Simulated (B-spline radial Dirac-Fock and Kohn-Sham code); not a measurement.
**Two-hole binding energies of W⁴⁺**

System: tungsten as W⁴⁺, configuration [Xe] 4f14 5d2.

Method: Dirac-Fock ΔSCF + Breit + QED. Computed with an atomic code on a B-spline grid. U is the two-hole binding energy less the two single-hole energies, the effective repulsion of the holes after relaxation. Each two-hole energy is an average over J within one jj subconfiguration.

| holes | E(a) (eV) | E(b) (eV) | E(ab) (eV) | U (eV) |
| --- | --- | --- | --- | --- |
| 1s⁻¹ 3d3/2⁻¹ | 69575.7 | 1926.0 | 71602.9 | 101.2 |
| 1s⁻¹ 3d5/2⁻¹ | 69575.7 | 1863.6 | 71536.2 | 96.9 |
| 2s⁻² | 12161.8 | 12161.8 | 24545.1 | 221.5 |
| 2p1/2⁻² | 11598.3 | 11598.3 | 23483.0 | 286.5 |
| 2p3/2⁻² | 10260.8 | 10260.8 | 20755.3 | 233.7 |
| 2p1/2⁻¹ 3s⁻¹ | 11598.3 | 2880.8 | 14568.5 | 89.5 |
| 2s⁻¹ 3d5/2⁻¹ | 12161.8 | 1863.6 | 14119.7 | 94.3 |
| 2p1/2⁻¹ 3d3/2⁻¹ | 11598.3 | 1926.0 | 13620.6 | 96.3 |
| 2p1/2⁻¹ 3d5/2⁻¹ | 11598.3 | 1863.6 | 13559.3 | 97.4 |
| 3p1/2⁻² | 2632.1 | 2632.1 | 5335.5 | 71.2 |
| 3d3/2⁻¹ 3d5/2⁻¹ | 1926.0 | 1863.6 | ? | ? |
| 3d5/2⁻² | 1863.6 | 1863.6 | 3798.8 | 71.5 |
| 4d5/2⁻² | 302.1 | 302.1 | 633.3 | 29.2 |
| 5p1/2⁻² | 100.9 | 100.9 | 220.3 | 18.6 |

**Question.** Give the missing two-hole energy and U.

**Answer.** E(ab) = 3863.0 eV and U = 73.3 eV.
